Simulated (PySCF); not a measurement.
Polarisability and C₆ of I⁵¹⁺ (iodine, charge +51)

1s2, closed-shell 1S. Calculation: PySCF 2.14, in an uncontracted even-tempered set (17 s from 110 bohr⁻², ratio 2.2; 7 p from 170 bohr⁻², ratio 2.4; 4 d from 500 bohr⁻², ratio 2.4; 3 f from 750 bohr⁻², ratio 2.4; 3 g from 1100 bohr⁻², ratio 2.4); scalar relativity by spin-free X2C-1e. Coupled (time-dependent) response in atomic units; α is the mean over directions.

```json
{"method": "UHF", "mean α (bohr³)": "9.979e-07", "C₆ (like pair)": "9.184e-10", "S(−4)": "7.099e-13"}
{"method": "PBE0", "mean α (bohr³)": "1.001e-06", "C₆ (like pair)": "9.221e-10", "S(−4)": "7.152e-13"}
```

S(−4) is the Cauchy moment in α(ω) = α(0) + S(−4) ω² + …

α(iu) at PBE0:

```csv
u (hartree),α(iu) (bohr³)
0,1.001e-06
100,9.938e-07
200,9.731e-07
400,8.991e-07
600,7.994e-07
800,6.939e-07
1000,5.951e-07
1500,4.031e-07
2000,2.809e-07
3000,1.530e-07
5000,6.345e-08
```

A single London oscillator, α(iu) = α/(1 + u²/ω²), gives C₆ = (3/4) ω α². Matching the computed C₆ needs ω = 4 × 9.221e-10 / (3 × 1.001e-06²) = 1230 hartree.

For an ion, C₆ is the dispersion term alone; charge-induced terms of lower order in 1/R come first.
